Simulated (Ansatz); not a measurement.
A set of 12 reactions (hydrogenolysis), with CCSD(T)/CBS values in kJ/mol:

```json
{"reaction": "`N#CB(Cl)Cl` + H₂ → `N#CBCl` + HCl", "ΔE": "57.7"}
{"reaction": "`[SiH3][GeH]([Cl])[BH]Cl` + H₂ → `[SiH3][GeH2][Cl]` + `BCl`", "ΔE": "-18.0"}
{"reaction": "`[F][Sn]([F])([SiH3])[Cl]` + H₂ → `[F][SnH]([F])[SiH3]` + HCl", "ΔE": "79.5"}
{"reaction": "`[SiH3][NH][AlH][Cl]` + H₂ → `[AlH2][NH][SiH3]` + HCl", "ΔE": "150.0"}
{"reaction": "`C[O][Ge]([F])([SH])[Cl]` + H₂ → `C[O][GeH]([SH])[Cl]` + H–F", "ΔE": "41.2"}
{"reaction": "`[F][Sn]([Cl])([Cl])[Cl]` + H₂ → `[F][SnH]([Cl])[Cl]` + HCl", "ΔE": "56.8"}
{"reaction": "`[F][SnH2][O]C(F)(F)F` + H₂ → `FC(F)(F)[O][SnH3]` + H–F", "ΔE": "35.6"}
{"reaction": "`C[CH2][SnH2][F]` + H₂ → `C[CH2][SnH3]` + H–F", "ΔE": "44.8"}
{"reaction": "`[SiH3]OB(S)S` + H₂ → `[SiH3]OBS` + H₂S", "ΔE": "44.6"}
{"reaction": "`F/C=C/C(F)=C\\F` + H₂ → `C=C(F)/C=C/F` + H–F", "ΔE": "-126.1"}
{"reaction": "`COC(=O)c1ccc(Cl)cc1` + H₂ → `Clc1ccccc1` + `COC=O`", "ΔE": "-20.1"}
{"reaction": "`O=[CH][GeH2][AlH2]` + H₂ → `[AlH2][GeH3]` + `C=O`", "ΔE": "-37.3"}
```

Program: Ansatz. Geometries: PBE0-D4/def2-TZVP. ΔE: electronic, gas phase. CBS: MP2 limit from def2 TZ/QZ plus the TZ coupled-cluster correction, frozen cores. This one scheme is used for every species. Double bonds are as drawn, so ΔE can hold a change between cis and trans. Functionals use def2-TZVPP. Elements past krypton have def2 core potentials. For Ge, Sn outer-core shells are correlated without core-valence functions, which leaves a few kJ/mol of doubt a bond. Scalar relativity is left out up to krypton. One conformer a species, not always the lowest.

Q: Give the mean, mean absolute and largest difference (level minus CCSD(T)/CBS, kJ/mol) for: PBE-D4, PBE0-D4, B2PLYP, r2SCAN, PBE0, HF/def2-TZVPP, MP2/def2-TZVPP, SCS-MP2/def2-TZVPP, CCSD/def2-TZVPP, CCSD(T)/def2-TZVPP, HF/def2-QZVPP, SCS-MP2/def2-QZVPP, HF/CBS(def2), MP2/CBS(def2). (Estimate.)

A: The calculation gave: 
```
             level   mean  mean absolute  largest
            PBE-D4    5.1            6.5     21.4
           PBE0-D4   -0.5            4.6     11.7
            B2PLYP   -1.6            4.9    -10.6
            r2SCAN    6.4            6.4     18.7
              PBE0   -4.5            6.3     10.9
     HF/def2-TZVPP  -15.7           16.7    -40.5
    MP2/def2-TZVPP    2.3            4.4     10.2
SCS-MP2/def2-TZVPP   -1.3            3.2     -7.9
   CCSD/def2-TZVPP   -7.8            8.2    -13.0
CCSD(T)/def2-TZVPP   -3.2            4.7     -9.0
     HF/def2-QZVPP  -15.1           16.3    -42.2
SCS-MP2/def2-QZVPP    0.5            2.6     -7.0
      HF/CBS(def2)  -15.1           16.2    -42.4
     MP2/CBS(def2)    5.5            6.7     10.8
```

The largest T1 diagnostic in the set is 0.015, for `C=O` (customary mark 0.02).

CCSD(T)/CBS is a level of theory with its own doubt, and the functionals carry their triple-zeta basis error, so these figures describe this set and don't rank the functionals.
